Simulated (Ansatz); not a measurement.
These are B3LYP-D3(BJ)/def2-SVP in Ansatz (a program for electronic structure) values and carry that method's errors. No frequencies were computed at this level.

Ansatz 0.2 input:
```yaml
crystal:
  periodic: [false, false, false]
  atoms:
    - { symbol: B, position_ang: [-0.173105, -0.459056, -0.342556] }
    - { symbol: C, position_ang: [0.512192, 0.278802, -1.555286] }
    - { symbol: H, position_ang: [-0.179064, 0.522993, -2.358959] }
    - { symbol: H, position_ang: [1.347582, -0.273114, -1.980044] }
    - { symbol: H, position_ang: [0.921816, 1.228385, -1.207049] }
    - { symbol: C, position_ang: [0.670583, -1.459329, 0.540919] }
    - { symbol: H, position_ang: [0.282, -1.609743, 1.546288] }
    - { symbol: H, position_ang: [1.722661, -1.18876, 0.616052] }
    - { symbol: H, position_ang: [0.650173, -2.436195, 0.055347] }
    - { symbol: C, position_ang: [-1.702806, -0.224367, -0.033542] }
    - { symbol: H, position_ang: [-2.266938, -1.032029, -0.502381] }
    - { symbol: H, position_ang: [-2.100647, 0.701764, -0.444398] }
    - { symbol: H, position_ang: [-1.949927, -0.263535, 1.025606] }
    - { symbol: S, position_ang: [0.461906, 2.221083, 2.076848] }
    - { symbol: H, position_ang: [-0.528653, 2.128426, 1.200268] }
    - { symbol: H, position_ang: [0.850727, 0.975953, 1.837487] }
basis:
  gaussian: { orbitals: def2-svp }
hamiltonian:
  xc: b3lyp
  dispersion: d3bj
relax:
  max_steps: 150
```

Output:

```
[...]
these checks for a lower state are left out or cut short: starts, cluster_reference, orbital_swaps, neighbouring_geometries, increment
1436 factors; integrals over basis functions are off by at most 3.5e-4 eV
mean field -14797.30206317 eV, -543.7908208501 hartree, gradient 8.3e-6 eV, S^2 0.000000; 0 other end points of the search recorded, 0 dependent functions left out
reference -14797.30232090 eV, -543.7908303214 hartree; 25, 25 occupied and 104, 104 virtual orbitals, 1436 factors
relax step  10: F+E_penalty+E_count = -14797.85234095 eV  Δ(F+E_penalty+E_count) = -1.709e-4 eV  max|allowed force component| = 3.673e-2 eV/Å  Δτ_max = 0.0350 Å  (27 SCF iters, accepted)
these checks for a lower state are left out or cut short: starts, cluster_reference, orbital_swaps, neighbouring_geometries, increment
1436 factors; integrals over basis functions are off by at most 3.5e-4 eV
mean field -14797.30172745 eV, -543.7908085126 hartree, gradient 1.0e-5 eV, S^2 0.000000; 0 other end points of the search recorded, 0 dependent functions left out
reference -14797.30198525 eV, -543.7908179862 hartree; 25, 25 occupied and 104, 104 virtual orbitals, 1436 factors
relax step  11: F+E_penalty+E_count = -14797.85242654 eV  Δ(F+E_penalty+E_count) = -8.559e-5 eV  max|allowed force component| = 6.439e-3 eV/Å  Δτ_max = 0.0087 Å  (22 SCF iters, accepted)
these checks for a lower state are left out or cut short: starts, cluster_reference, orbital_swaps, neighbouring_geometries, increment
1436 factors; integrals over basis functions are off by at most 3.5e-4 eV
mean field -14797.30249810 eV, -543.7908368333 hartree, gradient 1.3e-5 eV, S^2 0.000000; 0 other end points of the search recorded, 0 dependent functions left out
reference -14797.30275601 eV, -543.7908463115 hartree; 25, 25 occupied and 104, 104 virtual orbitals, 1436 factors
relax step  12: F+E_penalty+E_count = -14797.85248341 eV  Δ(F+E_penalty+E_count) = -5.687e-5 eV  max|allowed force component| = 7.599e-3 eV/Å  Δτ_max = 0.0140 Å  (22 SCF iters, accepted)
these checks for a lower state are left out or cut short: starts, cluster_reference, orbital_swaps, neighbouring_geometries, increment
1436 factors; integrals over basis functions are off by at most 3.5e-4 eV
mean field evaluation 96: about -14797.3023 eV, gradient 8.2e-6 eV
mean field -14797.30233300 eV, -543.7908307661 hartree, gradient 8.1e-6 eV, S^2 0.000000; 0 other end points of the search recorded, 0 dependent functions left out
reference -14797.30259099 eV, -543.7908402471 hartree; 25, 25 occupied and 104, 104 virtual orbitals, 1436 factors
relax step  13: F+E_penalty+E_count = -14797.85252724 eV  Δ(F+E_penalty+E_count) = -4.382e-5 eV  max|allowed force component| = 2.386e-2 eV/Å  Δτ_max = 0.0383 Å  (27 SCF iters, accepted)
these checks for a lower state are left out or cut short: starts, cluster_reference, orbital_swaps, neighbouring_geometries, increment
1436 factors; integrals over basis functions are off by at most 3.5e-4 eV
mean field -14797.30338395 eV, -543.7908693876 hartree, gradient 1.8e-5 eV, S^2 0.000000; 0 other end points of the search recorded, 0 dependent functions left out
reference -14797.30364205 eV, -543.7908788728 hartree; 25, 25 occupied and 104, 104 virtual orbitals, 1436 factors
relax step  14: F+E_penalty+E_count = -14797.85255532 eV  Δ(F+E_penalty+E_count) = -2.808e-5 eV  max|allowed force component| = 1.831e-2 eV/Å  Δτ_max = 0.0139 Å  (22 SCF iters, accepted)
these checks for a lower state are left out or cut short: starts, cluster_reference, orbital_swaps, neighbouring_geometries, increment
1436 factors; integrals over basis functions are off by at most 3.5e-4 eV
mean field -14797.30342409 eV, -543.7908708629 hartree, gradient 1.2e-5 eV, S^2 0.000000; 0 other end points of the search recorded, 0 dependent functions left out
reference -14797.30368220 eV, -543.7908803480 hartree; 25, 25 occupied and 104, 104 virtual orbitals, 1436 factors
relax step  15: F+E_penalty+E_count = -14797.85261552 eV  Δ(F+E_penalty+E_count) = -6.020e-5 eV  max|allowed force component| = 2.733e-3 eV/Å  Δτ_max = 0.0143 Å  (22 SCF iters, accepted)
these checks for a lower state are left out or cut short: starts, cluster_reference, orbital_swaps, neighbouring_geometries, increment
1436 factors; integrals over basis functions are off by at most 3.5e-4 eV
mean field -14797.30281800 eV, -543.7908485893 hartree, gradient 8.0e-6 eV, S^2 0.000000; 0 other end points of the search recorded, 0 dependent functions left out
reference -14797.30307599 eV, -543.7908580705 hartree; 25, 25 occupied and 104, 104 virtual orbitals, 1436 factors
relax step  16: F+E_penalty+E_count = -14797.85268404 eV  Δ(F+E_penalty+E_count) = -6.853e-5 eV  max|allowed force component| = 1.028e-2 eV/Å  Δτ_max = 0.0338 Å  (27 SCF iters, accepted)
these checks for a lower state are left out or cut short: starts, cluster_reference, orbital_swaps, neighbouring_geometries, increment
1436 factors; integrals over basis functions are off by at most 3.6e-4 eV
mean field -14797.30263513 eV, -543.7908418690 hartree, gradient 8.0e-6 eV, S^2 0.000000; 0 other end points of the search recorded, 0 dependent functions left out
reference -14797.30289305 eV, -543.7908513475 hartree; 25, 25 occupied and 104, 104 virtual orbitals, 1436 factors
relax step  17: F+E_penalty+E_count = -14797.85262934 eV  Δ(F+E_penalty+E_count) = +5.470e-5 eV  max|allowed force component| = 6.371e-2 eV/Å  Δτ_max = 0.0619 Å  (27 SCF iters, rejected (line search))
these checks for a lower state are left out or cut short: starts, cluster_reference, orbital_swaps, neighbouring_geometries, increment
1436 factors; integrals over basis functions are off by at most 3.6e-4 eV
mean field evaluation 128: about -14797.3028 eV, gradient 1.5e-4 eV
mean field -14797.30283613 eV, -543.7908492557 hartree, gradient 8.0e-6 eV, S^2 0.000000; 0 other end points of the search recorded, 0 dependent functions left out
reference -14797.30309411 eV, -543.7908587363 hartree; 25, 25 occupied and 104, 104 virtual orbitals, 1436 factors
relax step  18: F+E_penalty+E_count = -14797.85274603 eV  Δ(F+E_penalty+E_count) = -6.199e-5 eV  max|allowed force component| = 1.043e-2 eV/Å  Δτ_max = 0.0298 Å  (27 SCF iters, accepted)
these checks for a lower state are left out or cut short: starts, cluster_reference, orbital_swaps, neighbouring_geometries, increment
1436 factors; integrals over basis functions are off by at most 3.6e-4 eV
mean field -14797.30315979 eV, -543.7908611501 hartree, gradient 8.0e-6 eV, S^2 0.000000; 0 other end points of the search recorded, 0 dependent functions left out
reference -14797.30341776 eV, -543.7908706301 hartree; 25, 25 occupied and 104, 104 virtual orbitals, 1436 factors
relax step  19: F+E_penalty+E_count = -14797.85268783 eV  Δ(F+E_penalty+E_count) = +5.820e-5 eV  max|allowed force component| = 6.455e-2 eV/Å  Δτ_max = 0.0600 Å  (27 SCF iters, rejected (line search))
these checks for a lower state are left out or cut short: starts, cluster_reference, orbital_swaps, neighbouring_geometries, increment
1436 factors; integrals over basis functions are off by at most 3.6e-4 eV
mean field -14797.30328602 eV, -543.7908657890 hartree, gradient 8.1e-6 eV, S^2 0.000000; 0 other end points of the search recorded, 0 dependent functions left out
reference -14797.30354404 eV, -543.7908752707 hartree; 25, 25 occupied and 104, 104 virtual orbitals, 1436 factors
relax step  20: F+E_penalty+E_count = -14797.85279608 eV  Δ(F+E_penalty+E_count) = -5.005e-5 eV  max|allowed force component| = 1.175e-2 eV/Å  Δτ_max = 0.0283 Å  (27 SCF iters, accepted)
these checks for a lower state are left out or cut short: starts, cluster_reference, orbital_swaps, neighbouring_geometries, increment
1436 factors; integrals over basis functions are off by at most 3.6e-4 eV
mean field -14797.30278420 eV, -543.7908473472 hartree, gradient 8.1e-6 eV, S^2 0.000000; 0 other end points of the search recorded, 0 dependent functions left out
reference -14797.30304214 eV, -543.7908568266 hartree; 25, 25 occupied and 104, 104 virtual orbitals, 1436 factors
relax step  21: F+E_penalty+E_count = -14797.85274283 eV  Δ(F+E_penalty+E_count) = +5.325e-5 eV  max|allowed force component| = 5.204e-2 eV/Å  Δτ_max = 0.0491 Å  (27 SCF iters, rejected (line search))
these checks for a lower state are left out or cut short: starts, cluster_reference, orbital_swaps, neighbouring_geometries, increment
1436 factors; integrals over basis functions are off by at most 3.6e-4 eV
mean field -14797.30367023 eV, -543.7908799084 hartree, gradient 8.2e-6 eV, S^2 0.000000; 0 other end points of the search recorded, 0 dependent functions left out
reference -14797.30392830 eV, -543.7908893922 hartree; 25, 25 occupied and 104, 104 virtual orbitals, 1436 factors
relax step  22: F+E_penalty+E_count = -14797.85283112 eV  Δ(F+E_penalty+E_count) = -3.504e-5 eV  max|allowed force component| = 1.343e-2 eV/Å  Δτ_max = 0.0244 Å  (27 SCF iters, accepted)
these checks for a lower state are left out or cut short: starts, cluster_reference, orbital_swaps, neighbouring_geometries, increment
1436 factors; integrals over basis functions are off by at most 3.6e-4 eV
mean field evaluation 160: about -14797.2765 eV, gradient 2.5e-3 eV
mean field -14797.30311796 eV, -543.7908596127 hartree, gradient 8.2e-6 eV, S^2 0.000000; 0 other end points of the search recorded, 0 dependent functions left out
reference -14797.30337598 eV, -543.7908690948 hartree; 25, 25 occupied and 104, 104 virtual orbitals, 1436 factors
relax step  23: F+E_penalty+E_count = -14797.85284882 eV  Δ(F+E_penalty+E_count) = -1.770e-5 eV  max|allowed force component| = 1.787e-2 eV/Å  Δτ_max = 0.0240 Å  (27 SCF iters, accepted)
these checks for a lower state are left out or cut short: starts, cluster_reference, orbital_swaps, neighbouring_geometries, increment
1436 factors; integrals over basis functions are off by at most 3.6e-4 eV
mean field -14797.30349140 eV, -543.7908733365 hartree, gradient 1.3e-5 eV, S^2 0.000000; 0 other end points of the search recorded, 0 dependent functions left out
reference -14797.30374945 eV, -543.7908828194 hartree; 25, 25 occupied and 104, 104 virtual orbitals, 1436 factors
relax step  24: F+E_penalty+E_count = -14797.85286973 eV  Δ(F+E_penalty+E_count) = -2.091e-5 eV  max|allowed force component| = 2.179e-2 eV/Å  Δτ_max = 0.0158 Å  (22 SCF iters, accepted)
these checks for a lower state are left out or cut short: starts, cluster_reference, orbital_swaps, neighbouring_geometries, increment
1436 factors; integrals over basis functions are off by at most 3.6e-4 eV
mean field -14797.30387760 eV, -543.7908875290 hartree, gradient 6.8e-6 eV, S^2 0.000000; 0 other end points of the search recorded, 0 dependent functions left out
reference -14797.30413568 eV, -543.7908970133 hartree; 25, 25 occupied and 104, 104 virtual orbitals, 1436 factors
relax step  25: F+E_penalty+E_count = -14797.85288397 eV  Δ(F+E_penalty+E_count) = -1.424e-5 eV  max|allowed force component| = 1.672e-2 eV/Å  Δτ_max = 0.0060 Å  (22 SCF iters, accepted)
these checks for a lower state are left out or cut short: starts, cluster_reference, orbital_swaps, neighbouring_geometries, increment
1436 factors; integrals over basis functions are off by at most 3.6e-4 eV
mean field -14797.30345568 eV, -543.7908720238 hartree, gradient 8.3e-6 eV, S^2 0.000000; 0 other end points of the search recorded, 0 dependent functions left out
reference -14797.30371369 eV, -543.7908815055 hartree; 25, 25 occupied and 104, 104 virtual orbitals, 1436 factors
relax step  26: F+E_penalty+E_count = -14797.85291150 eV  Δ(F+E_penalty+E_count) = -2.753e-5 eV  max|allowed force component| = 3.194e-3 eV/Å  Δτ_max = 0.0214 Å  (28 SCF iters, accepted)
1436 factors; integrals over basis functions are off by at most 3.6e-4 eV
mean field evaluation 192: about -14797.2768 eV, gradient 1.3e-1 eV
mean field -14797.30345568 eV, -543.7908720238 hartree, gradient 8.3e-6 eV, S^2 0.000000; 1 other end points of the search recorded, 0 dependent functions left out
reference -14797.30371369 eV, -543.7908815055 hartree; 25, 25 occupied and 104, 104 virtual orbitals, 1436 factors
Total energy: -14797.85316951 eV, -543.8110736344 hartree
Atom 0 at    -0.153552    -0.417075    -0.379480 Å, force    -0.001537    -0.003194    -0.000863 eV/Å
Atom 1 at     0.504802     0.181094    -1.679304 Å, force     0.001502     0.002873    -0.001706 eV/Å
Atom 2 at    -0.206698     0.381895    -2.496813 Å, force     0.000244    -0.000191     0.001249 eV/Å
Atom 3 at     1.356053    -0.401784    -2.067017 Å, force    -0.000327    -0.000035     0.000719 eV/Å
Atom 4 at     0.912809     1.163974    -1.371190 Å, force    -0.000490    -0.001170    -0.000366 eV/Å
Atom 5 at     0.690369    -1.367380     0.556356 Å, force    -0.000583     0.001802    -0.000158 eV/Å
Atom 6 at     0.319678    -1.454327     1.590424 Å, force     0.000015    -0.000048     0.000300 eV/Å
Atom 7 at     1.766195    -1.127813     0.568893 Å, force     0.000608    -0.000277     0.000114 eV/Å
Atom 8 at     0.614814    -2.380489     0.110384 Å, force    -0.000151    -0.000159     0.000186 eV/Å
Atom 9 at    -1.684607    -0.163578    -0.091681 Å, force     0.000661    -0.000475     0.000096 eV/Å
Atom 10 at    -2.231701    -0.955014    -0.644512 Å, force    -0.000218     0.000528     0.000256 eV/Å
Atom 11 at    -2.057631     0.792578    -0.493575 Å, force     0.000018     0.000185    -0.000036 eV/Å
Atom 12 at    -1.982574    -0.262057     0.964612 Å, force     0.000031    -0.000048    -0.000126 eV/Å
Atom 13 at     0.568981     2.179506     1.750541 Å, force     0.000763    -0.001036     0.000691 eV/Å
Atom 14 at    -0.758986     1.937690     1.807493 Å, force    -0.001407     0.000243    -0.000079 eV/Å
Atom 15 at     0.860548     1.004057     2.349472 Å, force     0.000870     0.001002    -0.000277 eV/Å
Dipole moment:    -0.114831    -0.128472     0.118058 e Å
```

Cost: roughly 4 core-minutes.
